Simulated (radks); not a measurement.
Valence configurations of the dysprosium ion Dy+ (all share [Xe]). Method: Dirac Kohn-Sham, LDA (Slater exchange, Perdew-Wang correlation), spin-unpolarised, spherical densities, finite nucleus; open shells fill j = l - 1/2 first; Fermi nuclear charge, rms radius 5.2218 fm; computed with a radial shooting solver on a logarithmic mesh with Libxc functionals. Energies are relative to 4f10 6s1; eigenvalues in eV.

| valence | E (eV) | e(4f5/2) | e(4f7/2) | e(5d3/2) | e(6p1/2) | e(6s1/2) |
|---|---|---|---|---|---|---|
| 4f10 6s1 | 0.000 | -10.205 | -9.326 | - | - | -9.107 |
| 4f9.5 5d0.5 6s1 | 1.547 | -13.080 | -12.170 | -7.979 | - | -9.458 |
| 4f10 6s0.5 6p0.5 | 1.625 | -10.784 | -9.905 | - | -6.182 | -9.443 |
| 4f9 6s1 6p1 | 7.211 | -19.685 | -18.741 | - | -7.445 | -11.259 |
| 4f10 5d0.5 6s0.5 | 0.961 | -9.293 | -8.416 | -6.679 | - | -8.694 |
| 4f10.5 6s0.5 | 0.555 | -6.836 | -5.989 | - | - | -8.318 |
| 4f10 5d1 | 2.008 | -8.470 | -7.594 | -6.124 | - | - |
| 4f8 5d2 6s1 | 13.472 | -23.025 | -22.022 | -10.004 | - | -10.286 |
| 4f9.5 5d1 6s0.5 | 2.345 | -12.087 | -11.178 | -7.331 | - | -9.039 |
| 4f10 6p1 | 3.264 | -11.353 | -10.473 | - | -6.462 | - |

NIST lists [Xe] 4f10 6s1 as the ground configuration; this level of theory agrees among the configurations tried. The energies are those of spherical spin-averaged densities, not of single terms.
